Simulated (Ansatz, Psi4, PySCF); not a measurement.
C2H6N, charge -1, singlet, at a GFN2-xTB geometry (in this run its highest filled SCF level lies above zero, so its values depend strongly on the basis, on diffuse functions most of all). Base run: B3LYP5/cc-pVDZ (PySCF).

Here is a job for PySCF.
```python
from pyscf import gto, scf, dft

mol = gto.Mole()
mol.atom = '''
    C     1.17379428   -0.29888506   -0.03064780
    C    -0.00061861    0.69049820   -0.11946954
    N    -1.28175622   -0.07360499    0.01875596
    H     2.13180660    0.23713849    0.01082447
    H     1.16758703   -1.00712786    0.84854650
    H     1.20574491   -0.94467985   -0.92468513
    H     0.04801484    1.28923134    0.84658688
    H    -1.25328855   -0.75326842    0.80694167
    H    -1.36662521   -0.65573752   -0.81880195
'''
mol.basis = 'cc-pvdz'
mol.charge = -1
mol.verbose = 4
mol.build()

mf = dft.RKS(mol)
mf.xc = 'b3lyp5'
mf.kernel()
```

The same geometry, method and basis name were run in Ansatz (an electronic-structure program) and Psi4 and PySCF, at each program's defaults and at the settings that a row names. The base is PySCF at its defaults. Differences at the defaults can come from grids, fitting, cores and function types together.

| code and settings | ΔE vs base (mEh) | basis functions | E (Eh) | SCF cycles |
|---|---|---|---|---|
| PySCF, defaults (exact integrals, its default grid, spherical functions) | 0.000 | 72 | -134.38342 | 11 |
| Psi4, defaults (density fitting with its default set, its default grid, spherical functions) | -0.107 | 72 | -134.38353 | 9 |
| Ansatz, defaults (factorised integrals, its default grid, spherical functions) | 0.007 | 72 | -134.38341 | - |
| PySCF, density fitting with def2-universal-jkfit | -0.058 | 72 | -134.38348 | 11 |
| PySCF, fine grid | 0.001 | 72 | -134.38342 | 11 |
| Psi4, exact integrals, spherical functions, fine grid | 0.001 | 72 | -134.38342 | 12 |
| Ansatz, high accuracy | 0.001 | 72 | -134.38342 | - |
